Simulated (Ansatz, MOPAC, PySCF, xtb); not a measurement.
Isomers of C2H7Al: 1 is [CH3][AlH][CH3], 2 is C[CH2][AlH2]; one conformer of each (the lowest of an xTB search), B3LYP-D3(BJ)/def2-TZVP minima.
Isomer 1 (charge 0, multiplicity 1, Z-matrix in Å and degrees):
```
Al
H 1 1.5884
C 1 1.9582 2 119.23
H 3 1.0926 1 112.78 2 157.88
H 3 1.0930 4 108.33 1 125.00
H 3 1.0965 4 106.81 5 114.22
C 1 1.9582 2 119.53 3 179.93
H 7 1.0924 1 112.74 2 28.15
H 7 1.0930 8 108.36 1 -125.13
H 7 1.0966 8 106.62 9 -114.35
```
Isomer 2 (charge 0, multiplicity 1):
```xyz
10

C     -1.26160     0.44224     0.00083
C     -0.14689    -0.59796     0.18321
Al     1.68890    -0.00106    -0.16767
H     -1.11927     1.30288     0.65839
H     -1.28739     0.82812    -1.02083
H     -2.25048     0.02888     0.21669
H     -0.17083    -1.00412     1.20303
H     -0.33575    -1.47143    -0.45474
H      2.89449    -1.01751    -0.00168
H      1.98883     1.48996    -0.61723
```

No zero-point or thermal terms.

The state that AM1 reach isn't checked.

The values were computed with Ansatz (a program for electronic structure) with Gaussian orbitals; MOPAC for AM1 (differences of heats of formation); PySCF for the dispersion terms; xtb for the GFN methods. Values without a source in brackets are computed.

Q: One of these levels gives 15.02 kcal/mol for the electronic energy of isomer 2 less that of isomer 1. Name it.
A) PBE-D4/def2-TZVPP
B) HF/cc-pV(T+d)Z
C) GFN1-xTB
D) AM1

A: A, PBE-D4/def2-TZVPP. The others give 4.39 (AM1), -3.38 (GFN1-xTB), 13.02 (HF/cc-pV(T+d)Z)
